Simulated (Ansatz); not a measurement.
B4O10H8⁺, a hydroxylated oxide cluster. The state is a doublet with charge 1. Geometry PBE-D4/def2-SVP, that of the neutral singlet; atoms count from 1.

```xyz
22

B    -1.0951    0.4258   -0.3328
B     1.3299    0.4457    0.4065
B     0.8698    2.8829    0.6107
B    -0.0097   -3.2724   -0.4840
O     1.2504    4.0522   -0.0052
O    -0.1768    2.7546    1.5077
O    -0.9926    1.4960   -1.1865
O    -2.2397   -0.3363   -0.1259
O     2.3222   -0.4680    0.5427
O    -0.0001   -0.0197    0.3533
O     1.6353    1.7758    0.3393
O     0.6190   -4.3521   -1.0513
O     0.5728   -2.6737    0.6376
O    -1.1783   -2.8471   -1.0588
H     0.7117    4.8218    0.2387
H    -0.6659    3.5794    1.6623
H    -1.7933    1.7000   -1.6959
H    -3.0222   -0.0564   -0.6291
H     1.9582   -1.3862    0.5435
H     1.4343   -4.5627   -0.5648
H     0.0809   -1.8598    0.8874
H    -1.6106   -2.0999   -0.5954
```

In the doublet geometry the species has come apart into loosely held pieces.

Estimate the Mulliken populations from the PBE0/def2-SVP orbitals of Ansatz.


```
atom  charge (e)  spin (α − β)
  B1        0.12          0.00
  B2        0.20         -0.05
  B3        0.10         -0.03
  B4        0.10         -0.06
  O5       -0.06          0.18
  O6       -0.19          0.00
  O7       -0.17          0.01
  O8       -0.22          0.00
  O9       -0.04          0.21
 O10       -0.23          0.04
 O11       -0.05          0.18
 O12       -0.02          0.30
 O13       -0.26          0.00
 O14       -0.07          0.26
 H15        0.22          0.00
 H16        0.21          0.00
 H17        0.22          0.00
 H18        0.23          0.00
 H19        0.22         -0.01
 H20        0.24         -0.01
 H21        0.23          0.00
 H22        0.22         -0.01
```
Mulliken values depend strongly on the basis.

Where does the spin sit?

Summed by element: B -0.15, O 1.17, H -0.02, of 1 unpaired in all. Largest on single atoms: O12 0.30, O14 0.26, O9 0.21.

And the Mayer bond orders between heavy atoms (over 0.3)?

B1–O7 1.39 (1.37 Å); B1–O8 1.27 (1.39 Å); B1–O10 1.17 (1.37 Å); B2–O9 1.43 (1.36 Å); B2–O10 1.10 (1.41 Å); B2–O11 1.25 (1.37 Å); B3–O5 1.36 (1.38 Å); B3–O6 1.36 (1.38 Å); B3–O11 1.16 (1.37 Å); B4–O12 1.31 (1.37 Å); B4–O13 1.27 (1.40 Å); B4–O14 1.32 (1.37 Å).
